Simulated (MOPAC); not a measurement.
MOPAC input (PM3):

```
PM3 1SCF GEO-OK AUX(PRECISION=9) THREADS=1
C3H9BS

C     1.81241200 1    0.64015100 1   -0.87457000 1
S     0.97968000 1   -0.21736000 1    0.50172100 1
B    -0.77302700 1   -0.13605900 1    0.13609700 1
C    -1.72811200 1   -0.81249900 1    1.18349300 1
C    -1.32365700 1    0.57030600 1   -1.15635200 1
H     1.49405900 1    1.67890800 1   -0.93173000 1
H     2.88175100 1    0.60539400 1   -0.67717700 1
H     1.60810400 1    0.14231700 1   -1.82011400 1
H    -2.44380100 1   -0.07319100 1    1.56019900 1
H    -1.22993500 1   -1.27014400 1    2.03901100 1
H    -2.33187500 1   -1.58124100 1    0.68831700 1
H    -1.02585500 1    1.62317000 1   -1.19241500 1
H    -2.41208200 1    0.52950800 1   -1.22551000 1
H    -0.91396300 1    0.11558000 1   -2.06403200 1
```

Output:

```
 *******************************************************************************
 **                                                                           **
 **                              MOPAC v23.2.5                                **
 **                                                                           **
 *******************************************************************************
 ** MOPAC's Digital Object Identifier: https://doi.org/10.5281/zenodo.6511958 **
 **                                                                           **
 ** Please cite the open-source release paper for use of this MOPAC version:  **
 ** J. E. Moussa and J. J. P. Stewart (2026)                                  **
 ** MOPAC: An open-source semiempirical molecular orbital program             **
 ** J. Open Source Softw., 11(119), 8025, https://doi.org/10.21105/joss.08025 **
 *******************************************************************************

                              PM3 CALCULATION RESULTS

 *******************************************************************************
 *  PM3        - The PM3 Hamiltonian to be used
 *  GEO-OK     - OVERRIDE INTERATOMIC DISTANCE AND OTHER SAFETY CHECKS
 *  1SCF       - DO 1 SCF AND THEN STOP
 *  AUX        - OUTPUT AUXILIARY INFORMATION
 *******************************************************************************
PM3 1SCF GEO-OK AUX(PRECISION=9) THREADS=1
 C3H9BS

   ATOM   CHEMICAL          X               Y               Z
  NUMBER   SYMBOL      (ANGSTROMS)     (ANGSTROMS)     (ANGSTROMS)

     1       C          1.81241200  *   0.64015100  *  -0.87457000  *
     2       S          0.97968000  *  -0.21736000  *   0.50172100  *
     3       B         -0.77302700  *  -0.13605900  *   0.13609700  *
     4       C         -1.72811200  *  -0.81249900  *   1.18349300  *
     5       C         -1.32365700  *   0.57030600  *  -1.15635200  *
     6       H          1.49405900  *   1.67890800  *  -0.93173000  *
     7       H          2.88175100  *   0.60539400  *  -0.67717700  *
     8       H          1.60810400  *   0.14231700  *  -1.82011400  *
     9       H         -2.44380100  *  -0.07319100  *   1.56019900  *
    10       H         -1.22993500  *  -1.27014400  *   2.03901100  *
    11       H         -2.33187500  *  -1.58124100  *   0.68831700  *
    12       H         -1.02585500  *   1.62317000  *  -1.19241500  *
    13       H         -2.41208200  *   0.52950800  *  -1.22551000  *
    14       H         -0.91396300  *   0.11558000  *  -2.06403200  *

          CARTESIAN COORDINATES

    NO.       ATOM           X           Y           Z

     1         C          1.8124      0.6402     -0.8746
     2         S          0.9797     -0.2174      0.5017
     3         B         -0.7730     -0.1361      0.1361
     4         C         -1.7281     -0.8125      1.1835
     5         C         -1.3237      0.5703     -1.1564
     6         H          1.4941      1.6789     -0.9317
     7         H          2.8818      0.6054     -0.6772
     8         H          1.6081      0.1423     -1.8201
     9         H         -2.4438     -0.0732      1.5602
    10         H         -1.2299     -1.2701      2.0390
    11         H         -2.3319     -1.5812      0.6883
    12         H         -1.0259      1.6232     -1.1924
    13         H         -2.4121      0.5295     -1.2255
    14         H         -0.9140      0.1156     -2.0640

  H: (PM3): J. J. P. STEWART, J. COMP. CHEM. 10, 209 (1989).
  B: (PM3): J. J. P. STEWART, J. MOL. MOD., 10, 155-164 (2004)
  C: (PM3): J. J. P. STEWART, J. COMP. CHEM. 10, 209 (1989).
  S: (PM3): J. J. P. STEWART, J. COMP. CHEM. 10, 209 (1989).

           Empirical Formula: C3 H9 S B  =    14 atoms

      MOLECULAR POINT GROUP   :   Cs

      RHF CALCULATION, NO. OF DOUBLY OCCUPIED LEVELS = 15

 -------------------------------------------------------------------------------
 PM3 1SCF GEO-OK AUX(PRECISION=9) THREADS=1
 C3H9BS

     1SCF WAS SPECIFIED, SO BFGS WAS NOT USED
     SCF FIELD WAS ACHIEVED

                              PM3 CALCULATION
                                                       MOPAC v23.2.5 Linux

          FINAL HEAT OF FORMATION =        -34.47152 KCAL/MOL =    -144.22886 KJ/MOL

          COSMO AREA              =        137.34 SQUARE ANGSTROMS
          COSMO VOLUME            =        129.17 CUBIC ANGSTROMS

          IONIZATION POTENTIAL    =          9.824690 EV
          HOMO LUMO ENERGIES (EV) =         -9.825  0.350
          NO. OF FILLED LEVELS    =         15
          MOLECULAR WEIGHT        =         87.9741         POINT GROUP:  Cs

          MOLECULAR DIMENSIONS (Angstroms)

            Atom       Atom       Distance
            H    11    H     7     5.81617
            H    10    H    14     3.96623
            H     8    H    12     2.33168

          SCF CALCULATIONS        =          1

   ATOM   CHEMICAL          X               Y               Z
  NUMBER   SYMBOL      (ANGSTROMS)     (ANGSTROMS)     (ANGSTROMS)

     1       C          1.81241200  *   0.64015100  *  -0.87457000  *
     2       S          0.97968000  *  -0.21736000  *   0.50172100  *
     3       B         -0.77302700  *  -0.13605900  *   0.13609700  *
     4       C         -1.72811200  *  -0.81249900  *   1.18349300  *
     5       C         -1.32365700  *   0.57030600  *  -1.15635200  *
     6       H          1.49405900  *   1.67890800  *  -0.93173000  *
     7       H          2.88175100  *   0.60539400  *  -0.67717700  *
     8       H          1.60810400  *   0.14231700  *  -1.82011400  *
     9       H         -2.44380100  *  -0.07319100  *   1.56019900  *
    10       H         -1.22993500  *  -1.27014400  *   2.03901100  *
    11       H         -2.33187500  *  -1.58124100  *   0.68831700  *
    12       H         -1.02585500  *   1.62317000  *  -1.19241500  *
    13       H         -2.41208200  *   0.52950800  *  -1.22551000  *
    14       H         -0.91396300  *   0.11558000  *  -2.06403200  *

                             CARTESIAN COORDINATES

   1    C        1.812412000     0.640151000    -0.874570000
   2    S        0.979680000    -0.217360000     0.501721000
   3    B       -0.773027000    -0.136059000     0.136097000
   4    C       -1.728112000    -0.812499000     1.183493000
   5    C       -1.323657000     0.570306000    -1.156352000
   6    H        1.494059000     1.678908000    -0.931730000
   7    H        2.881751000     0.605394000    -0.677177000
   8    H        1.608104000     0.142317000    -1.820114000
   9    H       -2.443801000    -0.073191000     1.560199000
  10    H       -1.229935000    -1.270144000     2.039011000
  11    H       -2.331875000    -1.581241000     0.688317000
  12    H       -1.025855000     1.623170000    -1.192415000
  13    H       -2.412082000     0.529508000    -1.225510000
  14    H       -0.913963000     0.115580000    -2.064032000

           Empirical Formula: C3 H9 S B  =    14 atoms

      MOLECULAR POINT GROUP   :   Cs

                  EIGENVALUES
 -34.09491 -31.26528 -28.30964 -23.59326 -16.78447 -15.49446 -15.47819 -14.67942
 -14.24638 -13.73278 -13.17251 -12.54454 -11.83192 -10.60185  -9.82469   0.35042
   0.63978   1.57020   3.63138   3.73867   3.75515   3.77589   3.93860   4.34324
   4.46415   4.56730   4.66339   4.69133   4.94813

              NET ATOMIC CHARGES AND DIPOLE CONTRIBUTIONS

  ATOM NO.   TYPE          CHARGE      No. of ELECS.   s-Pop       p-Pop
    1          C          -0.180718        4.1807     1.14726     3.03346
    2          S           0.092491        5.9075     1.86796     4.03955
    3          B          -0.212774        3.2128     1.03577     2.17701
    4          C          -0.148458        4.1485     1.10885     3.03961
    5          C          -0.171935        4.1719     1.11350     3.05844
    6          H           0.066101        0.9339     0.93390
    7          H           0.080305        0.9197     0.91970
    8          H           0.066101        0.9339     0.93390
    9          H           0.071693        0.9283     0.92831
   10          H           0.065087        0.9349     0.93491
   11          H           0.071693        0.9283     0.92831
   12          H           0.068397        0.9316     0.93160
   13          H           0.063621        0.9364     0.93638
   14          H           0.068397        0.9316     0.93160
 DIPOLE           X         Y         Z       TOTAL
 POINT-CHG.     0.670     0.173    -0.213     0.725
 HYBRID        -0.780     0.712    -1.332     1.700
 SUM           -0.110     0.885    -1.545     1.784

          ATOMIC ORBITAL ELECTRON POPULATIONS

     Atom    s        px        py        pz
    1  C   1.14726   1.02677   1.02075   0.98594
    2  S   1.86796   1.13545   1.59055   1.31355
    3  B   1.03577   0.87293   0.52189   0.78219
    4  C   1.10885   1.01711   1.01156   1.01094
    5  C   1.11350   1.03232   1.01188   1.01423
    6  H   0.93390
    7  H   0.91970
    8  H   0.93390
    9  H   0.92831
   10  H   0.93491
   11  H   0.92831
   12  H   0.93160
   13  H   0.93638
   14  H   0.93160

 **********************
 *                    *
 * JOB ENDED NORMALLY *
 *                    *
 **********************

 == MOPAC DONE ==
```

The geometry given is a B3LYP-D3(BJ)/def2-TZVP minimum.
